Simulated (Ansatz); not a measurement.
Cl4Zr, charge -1, doublet, at a GFN2-xTB geometry (such geometries of metal compounds can be far from the true shape) (the multiplicity is a formal guess) (all electrons, no relativity) (a gas-phase anion, which may not be bound at this level); HF/3-21G run with Ansatz (a quantum-chemistry and plane-wave program).

The Ansatz input:
Ansatz 0.2 input:
```yaml
crystal:
  periodic: [false, false, false]
  atoms:
    - {symbol: Zr, position_ang: [0.00000000, 0.00000000, 0.00000000]}
    - {symbol: Cl, position_ang: [1.86352882, -0.58540177, -1.27374508]}
    - {symbol: Cl, position_ang: [0.66962024, 0.48253642, 2.18096969]}
    - {symbol: Cl, position_ang: [-1.02067932, 1.87758363, -0.93314247]}
    - {symbol: Cl, position_ang: [-1.51246974, -1.77471829, 0.02591786]}
basis:
  gaussian:
    orbitals: 3-21G.json
hamiltonian:
  xc: hf
total_charge: -1
magnetization: {spin_polarized: true, initial_magnetization: 1}
```
The basis file holds 3-21G in the JSON format of the Basis Set Exchange.

Predict the main parts of the log of this Ansatz run.


```
Functional definition: HF
1002 factors; integrals over basis functions are off by at most 9.8e-5 eV
mean field evaluation 1: about -145621.4056 eV, gradient 2.2e1 eV
mean field evaluation 2: about -145621.4181 eV, gradient 2.2e1 eV
mean field evaluation 4: about -145629.1931 eV, gradient 9.7e0 eV
mean field evaluation 8: about -145629.9752 eV, gradient 1.2e-1 eV
mean field evaluation 16: about -145629.9745 eV, gradient 4.0e-1 eV
mean field evaluation 32: about -145629.9756 eV, gradient 5.1e-5 eV
mean field evaluation 64: about -145629.9756 eV, gradient 2.3e-4 eV
mean field evaluation 96: about -145629.9756 eV, gradient 2.2e-4 eV
mean field evaluation 128: about -145628.9362 eV, gradient 6.0e-2 eV
mean field evaluation 160: about -145628.9395 eV, gradient 1.2e-1 eV
mean field evaluation 192: about -145629.9755 eV, gradient 4.7e-3 eV
mean field evaluation 224: about -145629.9756 eV, gradient 4.5e-2 eV
mean field evaluation 256: about -145621.9873 eV, gradient 3.8e0 eV
mean field -145629.97561916 eV, -5351.8028924612 hartree, gradient 3.7e-6 eV, S^2 0.752420; 4 other end points of the search recorded, 0 dependent functions left out
reference -145629.97561916 eV, -5351.8028924612 hartree; 55, 54 occupied and 36, 37 virtual orbitals, 1002 factors
Total energy: -145629.97561916 eV, -5351.8028924612 hartree
```
